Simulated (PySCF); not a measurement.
fluoro(fluorosilyl)silane (F2H4Si2), SMILES F[SiH2][SiH2]F. The structure is a stationary point at r2SCAN-D4/def2-SVP. Other conformers were not sampled.

Q: Give the equilibrium geometry at r2SCAN-D4/def2-SVP (PySCF confirms it by a frequency run) as bond lengths and angles, and its point group. (An estimate is asked for; the answer gives what the named calculation found.)

A: Several could match; the one computed here: point group C2.
Atoms: Si1 F2 Si3 F4 H5 H6 H7 H8. Bonds (Å): Si1–F2 1.632, Si1–Si3 2.347, Si1–H5 1.492, Si1–H6 1.494, Si3–F4 1.632, Si3–H7 1.492, Si3–H8 1.494. Bond angles (°): F2–Si1–Si3 109.5, F2–Si1–H5 108.5, F2–Si1–H6 108.4, Si3–Si1–H5 111.5, Si3–Si1–H6 109.6, H5–Si1–H6 109.4, Si1–Si3–F4 109.5, Si1–Si3–H7 111.5, Si1–Si3–H8 109.6, F4–Si3–H7 108.5, F4–Si3–H8 108.4, H7–Si3–H8 109.4.
Charge 0, spin multiplicity 1.
